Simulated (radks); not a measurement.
The vanadium ion V11+, 12 electrons, occupied as [Ne] 3s2.

Method: Dirac Kohn-Sham, BLYP, spin-unpolarised, spherical densities, finite nucleus; Fermi nuclear charge, rms radius 3.6002 fm; computed with a radial shooting solver on a logarithmic mesh with Libxc functionals.

Energy parts (hartree):
total: -901.39900
kinetic: 911.83836
electron-nucleus: -2013.02352
Hartree: 237.23952
exchange-correlation: -37.45336

Orbitals (lengths in bohr, moments of r in powers of bohr; <r^-3> diverges for s and p1/2):
orbital  occ.  eigenvalue (hartree)  <1/r>       <r^4>  <r^-3>
1s1/2       2             -207.9757  22.85  0.00009043       -
2s1/2       2             -32.32492  4.862     0.02089       -
2p1/2       2             -28.94517  4.802     0.01584       -
2p3/2       4             -28.67686  4.736     0.01637   312.6
3s1/2       2             -10.88472  1.778      0.8237       -

The highest occupied level is 3s1/2 at -296.19 eV. The electron density at the nucleus is 9958 e/bohr^3. The density falls to 0.001 e/bohr^3 at r = 1.77 bohr. Summed over all electrons, <r^2> = 2.260 bohr^2, which gives a Langevin (diamagnetic) susceptibility term of -1.79 x 10^-6 cm^3/mol. For comparison, the ionisation energy in NIST's Atomic Spectra Database is 308.5 eV (semi-empirical). In exact Kohn-Sham theory the highest level is minus the ionisation energy, but local and semilocal functionals leave it too shallow, through self-interaction and a potential that decays too fast; potentials with the right tail come closer.
